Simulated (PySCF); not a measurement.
Sn(H)3(nPr) (C3H10Sn), SMILES CC[CH2][SnH3]. Geometry optimised at B3LYP-D3(BJ)/def2-SVP. The structure was generated by enumeration; whether it is a known compound was not checked. The def2 effective core potentials stand for the cores of Sn; spin–orbit coupling is left out. The values are those of a single conformer.

Computed equilibrium geometry at B3LYP-D3(BJ)/def2-SVP (PySCF confirms it by a frequency run) as a Z-matrix (one conformer of several):
```
C
H 1 1.1015
H 1 1.1028 2 106.83
C 1 1.5317 2 110.96 3 -120.98
H 4 1.1044 1 109.66 2 -59.01
H 4 1.1057 5 105.63 1 -117.15
C 4 1.5282 5 109.36 6 -117.07
H 7 1.1013 4 111.49 5 59.75
H 7 1.1028 8 107.74 4 -122.26
H 7 1.1034 8 107.31 9 -115.20
Sn 1 2.1855 2 106.07 3 113.75
H 11 1.7226 1 111.94 2 -156.52
H 11 1.7232 12 108.30 10 -169.71
H 11 1.7242 12 108.55 13 -118.07
```
Charge 0, spin multiplicity 1.
